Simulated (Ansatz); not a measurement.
Cartesian coordinates in Å:
```
C 2.0981 -1.6190 0.4038
O 0.8375 -1.0914 0.0154
In -0.5424 -0.4102 1.5016
C -2.2992 -1.5541 1.8428
F 0.6584 0.3063 2.8768
O -0.6435 1.2112 0.1095
C -0.5842 2.5521 0.5753
In 0.7382 0.5311 -1.3755
C 0.0017 0.1373 -3.3285
F 2.3528 1.5514 -0.9306
H 2.7052 -0.8706 0.9197
H 1.9544 -2.4756 1.0690
H 2.6435 -1.9681 -0.4781
H -3.1663 -0.9972 1.4888
H -2.4068 -1.7571 2.9072
H -2.2286 -2.4943 1.2969
H -1.4004 2.7379 1.2799
H 0.3657 2.7628 1.0734
H -0.7029 3.2437 -0.2641
H -1.0100 0.5317 -3.4182
H -0.0160 -0.9390 -3.4967
H 0.6448 0.6112 -4.0684
```

The species carries charge 0 and has multiplicity 1. In: def2 effective core potential.

(1) List the r2SCAN/def2-TZVPP orbital energies in eV (the Gaussian-basis code of Ansatz). (An estimate is asked.)

## Answers

(1) The calculation gave: Occupied: -663.85, -663.85, -516.06, -516.06, -274.35, -274.35, -273.33, -273.33, -125.26, -125.26, -81.91, -81.91, -81.81, -81.81, -81.70, -81.70, -28.25, -28.25, -26.45, -26.28, -19.62, -19.58, -19.42, -19.34, -19.33, -19.15, -19.13, -19.12, -19.04, -18.98, -17.80, -17.71, -17.38, -17.07, -12.44, -12.23, -11.68, -11.36, -11.26, -10.94, -10.51, -10.51, -10.48, -10.45, -9.90, -9.51, -8.36, -8.28, -8.22, -8.22, -8.15, -7.72, -7.59, -7.29, -7.11, -6.86. Lowest empty: -1.65, -0.74, -0.56, 0.08, 0.56, 0.99, 1.19, 1.70.
